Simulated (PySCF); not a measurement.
A structure optimised at PBE-D3(BJ)/def2-TZVP, used in a PySCF frequency run:

```xyz
8

Hf     0.0000     0.0000     0.2270
C      0.0000     0.0000    -1.9491
H     -0.8946     0.5165    -2.3429
H      0.0000    -1.0330    -2.3429
H      0.8946     0.5165    -2.3429
H     -1.5376     0.8877     0.7928
H      0.0000    -1.7754     0.7928
H      1.5376     0.8877     0.7928
```

**Question.** Write its SMILES, formula and point group.

**Answer.** [CH3][HfH3], CH6Hf, C3v

**Question.** What are its rotational constants (standard atomic weights)?

**Answer.** 39.609, 6.4034, 6.4034 GHz
